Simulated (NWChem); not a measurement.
System: C$_{2}$H$_{4}$GeO$_{2}$; SMILES C=C1[O][GeH2][O]1

Input file for NWChem:

```
start job
memory heap 200 mb stack 700 mb global 900 mb
geometry units angstroms
  C     -2.586951    -0.510389    -0.112478
  C     -1.299864    -0.256401    -0.056669
  O     -0.449957    -0.551964     0.983449
  Ge     0.901568     0.177904     0.039290
  O     -0.541609     0.356320    -1.026642
  H     -3.155086    -0.233895    -0.978585
  H     -3.078150    -0.995971     0.707066
  H      1.907661    -0.826420    -0.461326
  H      1.406060     1.480242     0.605671
end
basis spherical
  * library def2-svp
end
dft
  xc xpbe96 cpbe96
  disp vdw 4
  iterations 150
end
driver
  maxiter 120
end
task dft optimize
task dft freq
```

The level has its own optimisation; frequencies are unscaled.

### Question
Give the results of this calculation. (PBE-D3(BJ)/def2-SVP.) Quantities: r C–C (Å); r C–H (Å); r C–O (Å); r C–Ge (Å); highest harmonic frequency (cm⁻¹); lowest (cm⁻¹); zero-point energy (kcal/mol); dipole (D).

### Answer
```
Property                           Value
---------------------------------  -----
r C–C (Å)                          1.343
r C–H (Å)                          1.096
r C–O (Å)                          1.388
r C–Ge (Å)                         2.285
highest harmonic frequency (cm⁻¹)   3238
lowest (cm⁻¹)                        131
zero-point energy (kcal/mol)        33.4
dipole (D)                          3.47
```
